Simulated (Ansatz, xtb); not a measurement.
**Relative energy of two isomers of C2H13PSi3**

Structure I is `C[SiH2]C[Si@H]([SiH3])P`, a singlet and structure II is `C[SiH](C)P([SiH3])[SiH3]`, a singlet. Both are isolated molecules in the gas phase, relaxed with B3LYP/def2-SVP; each stands in its lowest conformer found.

Quicker runs give these differences E(II) − E(I): GFN2-xTB −22.2 kcal/mol; HF/STO-3G −9.0 kcal/mol (at GFN2-xTB geometries); r2SCAN-D4/def2-SVP −15.6 kcal/mol (at GFN2-xTB geometries).

Estimate E(II) − E(I) at the level CCSD(T)/def2-SVP + ΔMP2/def2-TZVPP.

Calculated at CCSD(T)/def2-SVP + ΔMP2/def2-TZVPP: E(II) − E(I) = −14.3 kcal/mol, so structure II lies lower.

How the difference moves with the method:

```tsv
level	geometry	E(II) − E(I) (kcal/mol)	departure from the last row (kcal/mol)	job, with rough time for the two
GFN2-xTB	GFN2-xTB	−22.2	−7.9	optimisation, 0.54 s
HF/STO-3G	GFN2-xTB	−9.0	+5.3	single point, 0.52 s
r2SCAN-D4/def2-SVP	GFN2-xTB	−15.6	−1.2	single point, 6.6 s
B3LYP/def2-SVP	B3LYP/def2-SVP	−11.9	+2.4	optimisation, 93 s
HF/def2-SVP	B3LYP/def2-SVP	−13.2	+1.1	part of the CCSD(T) run
MP2/def2-SVP	B3LYP/def2-SVP	−14.9	−0.6	part of the CCSD(T) run
CCSD(T)/def2-SVP	B3LYP/def2-SVP	−12.9	+1.4	single point
CCSD(T)/def2-SVP + ΔMP2/def2-TZVPP	B3LYP/def2-SVP	−14.3		single point, 98 s
```

As drawn, II has 2 P–Si, 1 C–H, 1 Si–H in place of 1 C–Si, 1 Si–Si, 2 P–H.

The levels shown agree on the order. The largest departure from CCSD(T)/def2-SVP + ΔMP2/def2-TZVPP is that of GFN2-xTB, 7.9 kcal/mol. The last row adds to CCSD(T) the change of the MP2 difference between the two basis sets, here −1.4 kcal/mol.

With thermal terms from frequencies at re-optimised GFN2-xTB minima (ideal gas, soft modes damped towards free rotors, one conformer each, 298.15 K, 1 atm): the zero-point term adds +1.3 kcal/mol; ΔH is −12.8 and ΔG −13.0 kcal/mol.

The correlated steps freeze 22 core orbitals. Mirror images aren't counted in ΔG. Run with Ansatz 0.2.0, xtb 6.7.1; the last row on 4 threads of Arm Neoverse V1 on a shared host.
